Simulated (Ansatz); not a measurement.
Ansatz (a program for electronic structure) input (CCSD(T)/aug-cc-pVDZ):

Ansatz 0.2 input:
```yaml
crystal:
  periodic: [false, false, false]
  atoms:
    - {symbol: C, position_ang: [1.68921057, -0.38959497, -0.52708370]}
    - {symbol: C, position_ang: [0.75462190, 0.15395693, 0.24251572]}
    - {symbol: C, position_ang: [-0.62612724, 0.49238941, -0.22442466]}
    - {symbol: O, position_ang: [-1.62950208, -0.17134035, 0.54492743]}
    - {symbol: H, position_ang: [1.50020664, -0.61143889, -1.57187190]}
    - {symbol: H, position_ang: [2.67602028, -0.62453304, -0.14926218]}
    - {symbol: H, position_ang: [0.95992023, 0.36218275, 1.28875840]}
    - {symbol: H, position_ang: [-0.72965390, 0.26416257, -1.29209074]}
    - {symbol: H, position_ang: [-0.82542426, 1.55786458, -0.09042587]}
    - {symbol: H, position_ang: [-1.45128369, -1.11802335, 0.50942869]}
basis:
  gaussian:
    orbitals: aug-cc-pVDZ
magnetization: {spin_polarized: false}
correlation: {method: ccsd_t, electrons: outside_noble_gas}
output: {forces: true}
```

Output:

```
Functional definition: HF
integrals: 0.40 GiB planned
1437 factors; integrals over basis functions are off by at most 7.7e-4 eV
mean field: 0.57 GiB planned
mean field evaluation 1: about -5219.8879 eV, gradient 3.7e1 eV
mean field evaluation 2: about -5219.8882 eV, gradient 3.7e1 eV
mean field evaluation 4: about -5223.2773 eV, gradient 4.0e0 eV
mean field evaluation 8: about -5223.3236 eV, gradient 1.4e-4 eV
mean field evaluation 16: about -5223.3230 eV, gradient 1.7e-1 eV
mean field -5223.32358163 eV, -191.9536011290 hartree, gradient 2.4e-6 eV, S^2 0.000000; 0 other end points of the search recorded, 0 dependent functions left out
4 core orbitals not correlated
reference -5223.32358163 eV, -191.9536011290 hartree; 12, 12 occupied and 130, 130 virtual orbitals, 1437 factors
densities: 2.45 GiB planned
second order -17.06212526 eV of doubles, -0.00000000 eV of singles
coupled cluster: 1.28 GiB planned
cycle   1  -17.60385490 eV  change   -5.4e-1 eV  update   9.2e-2
cycle   2  -18.04756982 eV  change   -4.4e-1 eV  update   2.8e-2
cycle   3  -18.16055685 eV  change   -1.1e-1 eV  update   1.5e-2
cycle   4  -18.15937386 eV  change    1.2e-3 eV  update   3.9e-3
cycle   5  -18.15882583 eV  change    5.5e-4 eV  update   1.7e-3
cycle   6  -18.15957437 eV  change   -7.5e-4 eV  update   4.6e-4
cycle   7  -18.15946269 eV  change    1.1e-4 eV  update   1.8e-4
cycle   8  -18.15941083 eV  change    5.2e-5 eV  update   6.3e-5
cycle   9  -18.15941642 eV  change   -5.6e-6 eV  update   3.0e-5
cycle  10  -18.15941736 eV  change   -9.4e-7 eV  update   1.3e-5
cycle  11  -18.15940950 eV  change    7.9e-6 eV  update   5.1e-6
perturbative correction -0.63087877 eV, -0.0231843673 hartree
the calculation of the forces begins
Total energy: -5242.11386990 eV, -192.6441314865 hartree
Atom 0 at     1.689211    -0.389595    -0.527084 Å, force     0.849229    -0.506228    -0.736822 eV/Å
Atom 1 at     0.754622     0.153957     0.242516 Å, force    -0.809372     0.482044     0.763211 eV/Å
Atom 2 at    -0.626127     0.492389    -0.224425 Å, force    -0.041342     0.021083    -0.079188 eV/Å
Atom 3 at    -1.629502    -0.171340     0.544927 Å, force    -0.398419    -0.023406     0.277815 eV/Å
Atom 4 at     1.500207    -0.611439    -1.571872 Å, force    -0.094237    -0.105348    -0.489525 eV/Å
Atom 5 at     2.676020    -0.624533    -0.149262 Å, force     0.463031    -0.105690     0.183859 eV/Å
Atom 6 at     0.959920     0.362183     1.288758 Å, force     0.107441     0.101358     0.486249 eV/Å
Atom 7 at    -0.729654     0.264163    -1.292091 Å, force    -0.045812    -0.107701    -0.435726 eV/Å
Atom 8 at    -0.825424     1.557865    -0.090426 Å, force    -0.089305     0.428563     0.057841 eV/Å
Atom 9 at    -1.451284    -1.118023     0.509429 Å, force     0.058786    -0.184674    -0.027716 eV/Å
Dipole moment:     0.267714    -0.132114    -0.155574 e Å
```
